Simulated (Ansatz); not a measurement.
Frontier orbitals of `OB([SiH3])Cl`.

Z-matrix (Å, degrees):
```
Si
B 1 2.023
H 1 1.488 2 109.2
H 1 1.488 2 109.2 3 -118.0
H 1 1.486 2 112.1 3 121.0
Cl 2 1.779 1 119.0 3 59.3
O 2 1.343 1 121.8 3 -120.7
H 7 0.965 2 113.9 1 180.0
```

The species carries charge 0 and has multiplicity 1. The structure was optimised at the PBE0-D4/def2-TZVP level. It is one conformer, not always the lowest. Basis def2-TZVPP, Ansatz.

Orbital energies of one run (eV). Highest occupied ones, from the top: -7.92, -8.93, -8.99, -9.29, -9.31, -10.91, -11.11, -12.81, -14.34, -16.10, -22.71, -29.00, -98.00, -98.01. Empty: -1.45, 0.52, 1.14, 1.18, 1.57, 1.84.

Question: Which functional gave them?
A. BHLYP
B. LDA (SPW92)
C. r2SCANh
D. r2SCAN

Answer: C. HOMO energies: r2SCANh -7.92, r2SCAN -7.46, BHLYP -9.61, LDA (SPW92) -7.27 eV.
